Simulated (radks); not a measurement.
The numbers below are computed, except where a source is named.
Q: Tb XLIX, 17 electrons, occupied as [Ne] 3s2 3p5. Level of theory: scalar-relativistic Kohn-Sham, exchange-only LDA, spin-polarised, spherical densities, point nucleus; open shells are filled with parallel spins first (spin-orbit coupling, left out, can overturn this in heavy ions) (a radial shooting solver on a logarithmic mesh with Libxc functionals). Some entries of the table are withheld. Estimate them.

orbital,occ.,eigenvalue (eV),r(max) (bohr)
1s up,1,-55012.61,0.01365
1s down,1,-55009.28,0.01365
2s up,1,-11687.51,0.07720
2s down,1,-11684.69,0.07720
2p up,3,-10756.97,0.06246
2p down,3,-10753.50,0.06247
3s up,1,-4540.110,(1)
3s down,1,-4532.267,(2)
3p up,3,-4257.740,0.2026
3p down,2,-4249.809,0.2026

A: 
(1) 3s up r(max) (bohr): 0.2089
(2) 3s down r(max) (bohr): 0.2089
